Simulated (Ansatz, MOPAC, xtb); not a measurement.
Pair of molecules: H2O (SMILES O) (first 3 atoms) with CH3F (SMILES CF); geometry from B3LYP-D3(BJ)/def2-TZVP, rigid monomers moved along the line of their centres of mass till H2···F5 is 2.30 Å.
(charge 0, multiplicity 1):
```xyz
8

O      0.0004     0.4835    -0.1392
H      0.2093    -0.1354     0.5728
H     -0.4386    -0.0408    -0.8158
C     -0.2182     0.5463     3.4337
F      0.2400    -0.6283     2.8187
H     -0.5240     1.2406     2.6528
H     -1.0601     0.2865     4.0745
H      0.5984     0.9612     4.0232
```

Monomers are frozen at their geometry in the pair; levels with a basis set take the counterpoise correction.

The state reached by PM3, PM7 isn't checked; PM7 holds dispersion and hydrogen-bond terms.

Codes used: Ansatz (Gaussian basis) for Hartree–Fock, density functionals and correlated methods; MOPAC for PM3, PM7 (differences of heats of formation); xtb for the GFN methods. Values without a source in brackets are computed.

**Question.** One of these levels gives -1.31 kcal/mol for the interaction energy. Which one is it?
A) PM3
B) GFN-FF
C) PM7
D) HF/aug-cc-pVDZ

**Answer.** A, PM3. The others give -3.30 (GFN-FF), -0.57 (PM7), -2.64 (HF/aug-cc-pVDZ)

Ansatz is an electronic-structure program.
